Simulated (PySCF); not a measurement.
Input file for PySCF: R-BP86/LANL2DZ on GaH3Se (SMILES [GaH2][SeH]), a point of a bond scan (R = 1.561 Å).

```python
from pyscf import gto, scf, dft, mp
from pyscf.data.elements import chemcore

mol = gto.M(
    atom='''
    Ga    0.27485932    0.01121965   -1.15295017
    H    -0.80375620   -0.57601799   -2.11691732
    H     1.66169621    0.60371444   -1.55587958
    Se   -0.30399105   -0.02839877    1.11359069
    H     0.95711690    0.59005271    1.55216865
    ''',
    basis='lanl2dz',
    ecp={'Ga': 'lanl2dz', 'Se': 'lanl2dz'},
    charge=0, spin=0, verbose=3, max_memory=1800)
mf = dft.RKS(mol, xc='b88,p86')
mf.conv_tol = 1e-8
mf.max_cycle = 100
mf.kernel()
if not mf.converged:
    mf = mf.newton().run(mf.mo_coeff, mf.mo_occ)
```

Program output:

```
converged SCF energy = -13.1379755164923
```

The run converged.

Cost: around 1.4 core-seconds (rough).
